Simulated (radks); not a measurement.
Values are calculated unless marked as measured or tabulated.
Coulomb parameter of the 3d shell of the cobalt ion Co3+ in the model configuration [Ar] 3d4.5 4s1.5, as a second difference U = [E(n + 0.25) + E(n - 0.25) - 2 E(n)] / (0.25)^2 with all orbitals relaxed. "Bare": the charge of the atom changes with n. "Screened": the 4s shell takes up the change at fixed total charge, which measures U(3d,3d) + U(4s,4s) - 2 U(3d,4s). Level of theory: scalar-relativistic Kohn-Sham, BLYP, spin-unpolarised, spherical densities, finite nucleus; Fermi nuclear charge, rms radius 3.7875 fm (a radial shooting solver on a logarithmic mesh with Libxc functionals).

case,configuration,E - E(n) (eV)
start,[Ar] 3d4.5 4s1.5,0.000
bare +0.25,[Ar] 3d4.75 4s1.5,-13.559
bare -0.25,[Ar] 3d4.25 4s1.5,14.887
screened +0.25,[Ar] 3d4.75 4s1.25,-4.899
screened -0.25,[Ar] 3d4.25 4s1.75,5.263

U(bare) = 21.252 eV, U(screened by 4s) = 5.824 eV, against the Slater integral F0(3d,3d) = 28.682 eV with frozen orbitals.
